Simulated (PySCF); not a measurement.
**Electronic structure of Os²⁺ (osmium, charge +2) at the UHF level**

Configuration: [Xe] 4f14 5d6, high-spin 5D determinant. All numbers are calculated (PySCF 2.14, scalar relativity through the core potential, in def2-QZVPPD with the def2 core potential (60 electrons) (7s5p4d4f2g, 88 functions)).

```json
{"Total energy": "-89.012031 hartree", "One-electron energy": "-145.1275 hartree", "Hartree (Coulomb) energy": "64.5447 hartree", "Exchange energy": "-8.4292 hartree", "⟨S²⟩": "6.0040", "⟨L²⟩": "6.069", "Sum of ⟨r⟩": "19.50 bohr", "Sum of ⟨r²⟩": "31.82 bohr²", "Traceless quadrupole moment −½Σ⟨3z² − r²⟩ along its main axis": "0.647 e·bohr²"}
```

```
shell  electrons  mean orbital energy (hartree)  spread (hartree)  rms radius, mean of both spins (bohr)
 5s α          1                       -4.70136                 0                                   1.10
 5s β          1                       -4.49940                 0                                   1.10
 5p α          3                       -3.01865           0.05100                                   1.27
 5p β          3                       -2.73059           0.04042                                   1.27
 5d α          5                       -1.09739           0.06386                                   1.81
 5d β          1                       -0.96106                 0                                   1.81
```

Energies and moments cover only the electrons outside the core potential. Spin-orbit coupling, absent here, splits the open shell strongly.
